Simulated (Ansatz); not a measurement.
```yaml
crystal:
  periodic: [false, false, false]
  atoms:
    - {symbol: Mo, position_ang: [0.000099, -0.000162, 0.029918]}
    - {symbol: Se, position_ang: [0.004930, -0.007687, 2.243375]}
    - {symbol: Br, position_ang: [2.384722, 0.015146, -0.573665]}
    - {symbol: Br, position_ang: [-0.014451, 2.387856, -0.560075]}
    - {symbol: Br, position_ang: [-2.387134, -0.011004, -0.563323]}
    - {symbol: Br, position_ang: [0.011833, -2.384148, -0.576240]}
basis:
  gaussian: {orbitals: def2-TZVPD}
total_charge: -1
magnetization: {spin_polarized: true, initial_magnetization: 1}
hamiltonian: {xc: pbe0, dispersion: d4}
scf: {omitted_lower_state_checks: [starts]}
output: {orbitals: {seedname: orbitals}}
```

```sh
$ ansatz run in.yaml --threads 4 --pin off --events-out ev --progress --plain --max-ram 4787MiB
```

(1) Does this run fit into the memory that it is given?

Results:

(1) No. It has 325 basis functions, and Ansatz plans for 6 GiB where 5 GiB are given.
